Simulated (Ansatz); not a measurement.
Frontier orbitals of `[F][Ge]([F])([F])[I]`.

```xyz
5

F    -0.585   -1.049    1.266
Ge   -0.098    0.007    0.020
F    -0.543    1.577    0.515
F    -1.064   -0.365   -1.335
I     2.289   -0.170   -0.467
```

Charge 0, multiplicity 1. Correlated methods include outer-core shells of Ge, I, which these sets cover unevenly. Scalar relativity is left out up to krypton. I takes the def2 core potential. The structure was optimised at the PBE0-D4/def2-TZVP level. Basis def2-TZVPP, the Gaussian-basis code of Ansatz.

Orbital energies of one run (eV). Highest occupied ones, from the top: -10.23, -10.23, -12.23, -13.69, -13.90, -13.90, -14.31, -14.31, -15.19, -15.79, -15.79, -18.44, -22.63, -34.13. Empty: -1.37, 1.52, 1.52, 2.36, 4.26, 4.85.

Problem. Which functional gave them?
A. r2SCANh
B. CAM-B3LYP
C. PBE0
D. BLYP

Solution. B. HOMO energies: CAM-B3LYP -10.23, r2SCANh -8.50, BLYP -7.53, PBE0 -8.95 eV.
